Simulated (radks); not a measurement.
Neutral beryllium inside a hard spherical wall (all orbitals vanish at R), configuration held at [He] 2s2 and not refilled when levels cross. All-electron calculation, scalar-relativistic Kohn-Sham, PBE, spin-polarised, spherical densities, finite nucleus; Fermi nuclear charge, rms radius 2.519 fm. Program: a radial shooting solver on a logarithmic mesh with Libxc functionals. Eigenvalues in eV for spin up, with the zero of energy where the potential of the charges vanishes at infinity; a dash marks a level that is unbound or too diffuse for the functional's potential to be trusted. A positive occupied level is held by the wall or, in an anion where self-interaction has pushed it up, behind a barrier. The pressure on the wall is -dE/dV.

R (bohr)  E (hartree)  kinetic (hartree)    e(1s)   e(2s)  e(2p, empty)  e(3s, empty)  pressure (GPa)
free        -14.63287             14.567  -106.21  -5.610        -2.018             -               0
12          -14.63286             14.567  -106.21  -5.608        -2.011         0.644        0.000233
6           -14.61510             14.673  -105.13  -4.876        -0.926         8.920            1.36
5           -14.57515             14.846  -103.69  -3.745         0.471        16.041            6.39
3           -13.95215             16.617  -93.958   8.272        12.314        69.591             238
2           -11.62838             21.629  -77.808  45.723        40.703        196.33            2950
1.5          -7.09733             29.964  -59.214  114.00        84.264        391.24           15900
